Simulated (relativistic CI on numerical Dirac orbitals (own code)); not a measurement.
## Magnetism of Pr²⁺, 4f3, in a crystal field

Calculated by Dirac-Coulomb-Breit CI, KLI orbitals optimised for each configuration, model QED, valence Slater integrals scaled by 0.75, one configuration in a parametric crystal field (own radial code).

Field parameters in Wybourne normalisation; cubic f-shell fields have B⁴₄ = √(5/14) B⁴₀ and B⁶₄ = −√(7/2) B⁶₀. The field is a parameter set, without covalency.

S is read from ⟨S²⟩ = S(S + 1).

Powder χT (cm³ K mol⁻¹) by Van Vleck's formula, with temperature-independent terms:

```csv
Field,2 K,5 K,10 K,20 K,50 K,100 K,200 K,300 K
"D3d, B20 = -410, B40 = -120, B43 = -630, B60 = -320, B63 = -300, B66 = 390 cm⁻¹",0.289,0.435,0.656,0.946,1.28,1.48,1.63,1.69
"D3d, B20 = -570, B40 = -900, B43 = 960, B60 = 440, B63 = 60, B66 = -20 cm⁻¹",0.447,0.559,0.735,0.983,1.3,1.49,1.63,1.7
"D3d, B20 = -350, B40 = 800, B43 = 530, B60 = 40, B63 = 80, B66 = -470 cm⁻¹",0.885,1.03,1.1,1.19,1.36,1.51,1.64,1.7
"D3h, B20 = 30, B40 = -360, B60 = -170, B66 = 240 cm⁻¹",0.705,0.757,0.844,1.02,1.4,1.6,1.68,1.72
"D3h, B20 = -30, B40 = 170, B60 = -250, B66 = 340 cm⁻¹",0.707,0.794,0.937,1.13,1.4,1.57,1.67,1.72
"Oh, B40 = 1610, B60 = 480 cm⁻¹",0.7,0.712,0.733,0.775,0.901,1.1,1.39,1.55
```

Task: For D3d, B20 = -410, B40 = -120, B43 = -630, B60 = -320, B63 = -300, B66 = 390 cm⁻¹: what effective moment follows at 300 K?

Result: μ_eff = √(8χT) = 3.68 μB. The LS value g√(J(J + 1)) of the free ion's 4I°_9/2 level is 3.62 μB.
